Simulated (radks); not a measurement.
The numbers below are computed, except where a source is named.
Neutral barium inside a hard spherical wall (all orbitals vanish at R), configuration held at [Xe] 6s2 and not refilled when levels cross. Code: a radial shooting solver on a logarithmic mesh with Libxc functionals. Model: scalar-relativistic Kohn-Sham, PBE, spin-polarised, spherical densities, finite nucleus; Fermi nuclear charge, rms radius 4.8378 fm. Eigenvalues in eV for spin up, with the zero of energy where the potential of the charges vanishes at infinity; a dash marks a level that is unbound or too diffuse for the functional's potential to be trusted. A positive occupied level is held by the wall or, in an anion where self-interaction has pushed it up, behind a barrier. The pressure on the wall is -dE/dV.

R (bohr)  E (hartree)  kinetic (hartree)    e(4d)    e(5s)    e(5p)   e(6s)  e(5d, empty)  e(6p, empty)  pressure (GPa)
free       -8135.2310           8587.390  -89.683  -33.672  -18.737  -3.230        -2.019        -1.243               0
20         -8135.2310           8587.390  -89.683  -33.672  -18.737  -3.230        -2.019        -1.242        < 0.0001
15         -8135.2309           8587.391  -89.675  -33.663  -18.729  -3.224        -2.012        -1.217        0.000680
8          -8135.1964           8587.588  -88.563  -32.597  -17.696  -2.212        -1.082         0.592            1.06
6          -8135.0418           8588.214  -86.471  -30.676  -15.880   0.804         0.921         5.213            10.9
5          -8134.7519           8589.309  -84.037  -28.611  -13.939   5.523         3.493        11.857            44.3
4          -8133.8154           8592.841  -78.260  -24.128   -9.481  18.454         9.835        28.467             248
3.5        -8132.5642           8597.399  -72.328  -19.605   -4.604  33.327        16.806        46.283             683
2.5        -8123.1040           8628.065  -46.061    5.328   24.625  120.01        57.030        142.92            7800
2          -8104.4099           8683.981  -15.879   48.387   75.127  253.20        120.84        284.72           36800
1.5        -8038.4196           8870.587   57.433   196.26   239.31  620.88        304.53        663.50          260000
